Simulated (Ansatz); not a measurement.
Relaxation of FH₇NO₄Ta (14 atoms, charge 0, multiplicity 1), to a largest force component of 0.03 eV/Å in at most 50 steps.

Theory: Ansatz 0.2.0, RKS PBE/def2-SVP.

```xyz
14
Properties=species:S:1:pos:R:3
Ta -0.249 0.612 0.135
O 2.644 -0.773 0.286
H 2.682 -0.807 1.262
O -0.234 0.157 2.017
H -0.176 -0.589 2.637
O 0.101 0.504 -1.751
H 0.043 -0.322 -2.265
N -1.821 1.798 0.118
H -2.335 2.070 0.961
H -2.285 2.140 -0.728
O -0.883 -1.230 -0.187
H -1.223 -1.768 0.548
F 1.305 1.739 0.377
H 2.744 0.204 0.138
```

Problem. Where does it end, and by what steps?

Solution. The forces met the threshold. After 10 steps the energy has fallen by 0.227 eV; O2 moved furthest, 0.57 Å. Joined: Ta1–O2 (3.21 → 2.46 Å).

```csv
step,energy less start (eV),largest force component (eV/Å),accepted
0,0.0000,0.738,yes
1,-0.0376,0.879,yes
2,-0.1285,0.712,yes
3,-0.2007,0.315,yes
4,-0.1944,0.608,no
5,-0.2205,0.271,yes
6,-0.2232,0.171,yes
7,-0.2230,0.140,no
8,-0.2264,0.073,yes
9,-0.2256,0.138,no
10,-0.2272,0.025,yes
```

```xyz
14
Properties=species:S:1:pos:R:3
Ta -0.072 0.542 0.135
O 2.131 -0.545 0.200
H 2.266 -0.948 1.079
O -0.089 0.176 2.045
H -0.194 -0.495 2.735
O 0.191 0.492 -1.772
H 0.095 -0.302 -2.328
N -1.701 1.667 0.139
H -2.170 2.004 0.985
H -2.168 2.019 -0.701
O -0.724 -1.307 -0.153
H -1.184 -1.777 0.562
F 1.343 1.884 0.353
H 2.591 0.323 0.266
```

Whether the end is a true minimum wasn't checked by a vibrational analysis.

Run time: 29 s on 4 threads of Arm Neoverse V1 (shared host), peak memory 0.22 GiB.
